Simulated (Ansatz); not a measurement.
`[Cl][Al]([Cl])[SeH]` + HBr → `[Cl][Al]([Cl])[Br]` + H₂Se at 700 K and 1 bar (ligand exchange at the Al–Se bond).

Program: Ansatz. Geometries: PBE0-D4/def2-TZVP. ΔE: electronic, gas phase. CCSD(T)/CBS is the MP2 limit (def2-TZVPP, def2-QZVPP) plus CCSD(T) − MP2 in def2-TZVPP, frozen cores. For Br, Se outer-core shells are correlated without core-valence functions, which leaves a few kJ/mol of doubt a bond. Scalar relativity is left out up to krypton. One conformer a species, not always the lowest.

```csv
species,CCSD(T)/CBS energy (Eh),H − E (kJ/mol),S (J/(mol·K))
`[Cl][Al]([Cl])[SeH]`,-3563.06769,87.1,431.0
HBr,-2573.91920,36.5,223.7
`[Cl][Al]([Cl])[Br]`,-3735.10209,60.0,400.6
H₂Se,-2401.89790,61.1,251.1
```

H − E and S are ideal-gas, rigid-rotor, harmonic terms from PBE0-D4/def2-TZVP, for one conformer and one mirror image of each species. 1 Eh = 2625.50 kJ/mol, R = 8.31446 J/(mol·K).

Q: By hand: ΔE, ΔH, ΔS and ΔG.

A: ΔE = (-3735.10209) + (-2401.89790) − (-3563.06769) − (-2573.91920) = -0.01310 Eh = -34.4 kJ/mol. Δ(H − E) = 60.0 + 61.1 − 87.1 − 36.5 = -2.5, so ΔH = -36.9 kJ/mol. ΔS = 400.6 + 251.1 − 431.0 − 223.7 = -3.0 J/(mol·K). ΔG = -36.9 − 700 × (-3.0)/1000 = -34.8 kJ/mol.

Q: By hand: the equilibrium constant, and the temperature at which ΔG would vanish if ΔH and ΔS stayed fixed.

A: log₁₀ K = −ΔG/(RT ln 10) = 2.6. ΔG = 0 at ΔH/ΔS = 12300 K, far beyond where these terms or the molecules hold.

The number of gas molecules stays the same, so ΔS is small and ΔH decides. A doubt of 5 kJ/mol in ΔE shifts log₁₀ K by 0.4 here. Other conformers and mirror images would add mixing entropy, several J/(mol·K) or more a flexible species. These are equilibria of isolated gas molecules and say nothing of rates. Largest T1 diagnostic: 0.009 (customary marks: 0.02 for closed shells, 0.045 for open ones).
